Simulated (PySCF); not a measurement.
# Correlation energy of Tc²⁺ (technetium, charge +2)

[Kr] 4d5, high-spin 6S determinant. All numbers are calculated (PySCF 2.14, scalar relativity through the core potential, in aug-cc-pVTZ-PP with ECP28MDF (6s6p5d3f2g, 88 functions)). Frozen: 4s2 4p6; 5 electrons correlated.

```tsv
level	correlation energy (mhartree)
CCSD	-65.83
(T)	-0.81
CCSD(T)	-66.64
```

Diagnostics: T1 = 0.00060, D1 = 0.0009, largest double amplitude 0.027.

**Question.** Is a single reference adequate?

**Answer.** Yes, within this model without spin-orbit coupling: T1 lies below 0.03 and no double amplitude reaches 0.07.
